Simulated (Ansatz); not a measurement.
One change: `C#C[SiH2]O` becomes `C#C[SiH2]N`.

Ansatz, PBE0-D4/def2-TZVP geometries, multiplicity 1. Each molecule was computed in one conformer, which needn't be the lowest.

```csv
property,`C#C[SiH2]O`
LUMO energy (PBE/def2-TZVPP) / eV,-1.50
HOMO energy (PBE0/def2-TZVPP) / eV,-8.30
zero-point energy (PBE0-D4/def2-TZVP) / kJ/mol,132.1
HOMO energy (ωB97M-V/def2-TZVPP) / eV,-10.54
size of the dipole moment (B3LYP/def2-TZVPP) / D,1.62
"ideal-gas entropy at 298 K and 1 bar (rigid rotor, harmonic PBE0-D4/def2-TZVP) / J/(mol·K)",309
```

(1) What does the change do to each property? (Estimate.)

Results:

(1) The calculation gave: 
| property | `C#C[SiH2]N` | shift |
| --- | --- | --- |
| LUMO energy (PBE/def2-TZVPP) / eV | -1.15 | 0.35 |
| HOMO energy (PBE0/def2-TZVPP) / eV | -7.68 | 0.62 |
| zero-point energy (PBE0-D4/def2-TZVP) / kJ/mol | 163.6 | 31.5 |
| HOMO energy (ωB97M-V/def2-TZVPP) / eV | -10.04 | 0.50 |
| size of the dipole moment (B3LYP/def2-TZVPP) / D | 1.43 | -0.19 |
| ideal-gas entropy at 298 K and 1 bar (rigid rotor, harmonic PBE0-D4/def2-TZVP) / J/(mol·K) | 314 | 5 |

With PBE0 the HOMO rises by 0.62 eV and the LUMO rises by 0.34 eV, so the gap narrows by about 0.28 eV. PBE moves the HOMO by 0.79 eV and ωB97M-V by 0.50 eV. The zero-point energy changes by 31.5 kJ/mol with +3 modes. Dipoles are sizes alone; their direction can turn.

B3LYP here is the variant with VWN-RPA as its local correlation; programs differ in this.
